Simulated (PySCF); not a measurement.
## How methods differ on the ionisation energy of Ta⁶⁷⁺

Ta⁶⁷⁺ [He] 2s2 2p2 (3P) → Ta⁶⁸⁺ [He] 2s2 2p1 (2P), as a difference of total energies. Computed with PySCF 2.14 in an uncontracted even-tempered set (18 s from 46 bohr⁻², ratio 2.2; 13 p from 59 bohr⁻², ratio 2.2; 5 d from 220 bohr⁻², ratio 2.4; 5 f from 330 bohr⁻², ratio 2.4; 4 g from 490 bohr⁻², ratio 2.4), with the spin-free X2C one-electron Hamiltonian (Gaussian nucleus). Correlated levels: nothing frozen; virtual orbitals above 40 to 60 times the deepest correlated orbital energy dropped. The calculations carry no spin-orbit coupling.

```json
{"method": "UHF", "ionisation energy (eV)": "16969.5"}
{"method": "LDA", "ionisation energy (eV)": "16961.0"}
{"method": "PBE", "ionisation energy (eV)": "16966.9"}
{"method": "PBE0", "ionisation energy (eV)": "16967.8"}
{"method": "r2SCAN", "ionisation energy (eV)": "16973.4"}
{"method": "TPSSh", "ionisation energy (eV)": "16967.7"}
{"method": "r2SCAN0", "ionisation energy (eV)": "16972.7"}
{"method": "MP2 (all electrons)", "ionisation energy (eV)": "16969.5"}
{"method": "SCS-MP2 (all electrons)", "ionisation energy (eV)": "16969.1"}
```

Spin-orbit coupling is strong in these open shells (close to jj coupling). The scalar numbers leave it out and a first-order estimate fails, so it can dominate the gap to the real levels.

For this ion Breit and QED terms and the two-electron picture change, all absent here, outweigh the differences among the correlated methods.

For comparison: 17840 ± 40 eV (theoretical estimate listed by NIST; NIST Atomic Spectra Database, ionization energies).
